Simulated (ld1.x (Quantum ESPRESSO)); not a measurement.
**Configuration tests for tellurium (Te) (RRKJ)**

* Element: tellurium (Te)
* Generator: ld1.x (Quantum ESPRESSO) 7.5
* Type: norm-conserving RRKJ (Kleinman–Bylander form)
* Functional: LDA (PZ)
* Relativity: scalar-relativistic
* Frozen core: [Kr]
* Valence charge: 16
* Reference configuration: 4d10 5s2 5p4
* Partial waves: 5p (bound): rc 1.75 bohr; 4d (bound): rc 0.66 bohr; 5s (bound): rc 1.45 bohr
* Local potential: the s channel
* Core correction: none

Energies are relative to the spin-unpolarised reference configuration 4d10 5s2 5p4; without spin polarisation the order of configurations can differ from experiment. Spin-polarised rows fill each open shell by Hund’s rule, majority spin first.

```csv
valence configuration,charge,ΔE all-electron (eV),error AE − PS (meV)
4d10 5s2 5p1,+3,55.321,+20
4d10 5s1 5p4,+1,19.846,+1.6
4d10 5s2 5p0,+4,92.227,+58
4d9 5s2 5p4,+1,49.313,-237
4d10 5s0 5p6,0,18.915,-8.2
4d10 5s2 5p4 (spin-polarised),0,-0.480,+9.6
4d10 5s2 5p3 (spin-polarised),+1,8.605,+28
```

Task: What are ΔE and the potential's error for 4d10 5s2 5p3?

Result: ΔE = 9.916 eV all-electron; the error (AE − PS) is -0.7 meV.

Task: What are ΔE and the potential's error for 4d10 5s2 5p2?

Result: ΔE = 28.089 eV all-electron; the error (AE − PS) is +3.5 meV.

Levels in the configuration 4d10 5s0 5p6:

```csv
level,all-electron (eV),pseudo (eV)
4d,-44.303,-44.482
5p,-7.169,-7.164
```
